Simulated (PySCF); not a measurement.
**A small calculation by hand: oscillator strength and radiative lifetime**

B(Me)2(OMe) (C3H9BO), SMILES B(OC)(C)C.

Geometry optimised at PBE0-D3(BJ)/def2-SVP. Other conformers were not sampled.

PySCF 2.14.0 with TDDFT-LC-ωPBE/def2-SVPD puts the first singlet state with f over 0.02 at 8.27 eV (vertical), with the transition dipole (-0.210, -0.127, 0.249) in atomic units.

Task: Find the oscillator strength, the wavelength and the radiative lifetime that this transition would have in vacuum if emission retraced absorption.

Result: 
|μ|² = 0.1222 au, so |μ| = 0.89 D. ΔE = 8.27/27.211 = 0.3039 hartree. f = (2/3) ΔE |μ|² = 0.025 (the program prints 0.025).
λ = 1239.84/8.27 = 150 nm; ν = 66702 cm⁻¹.
Einstein's coefficient A = 0.6670 ν² f s⁻¹ (ν in cm⁻¹) = 7.3e7 s⁻¹, so τ = 1/A = 14 ns. This state is S2; the lower singlet has f = 0.000. The figure is the radiative limit of this one transition; relaxation, internal conversion, crossing to triplets and a medium change what is measured.
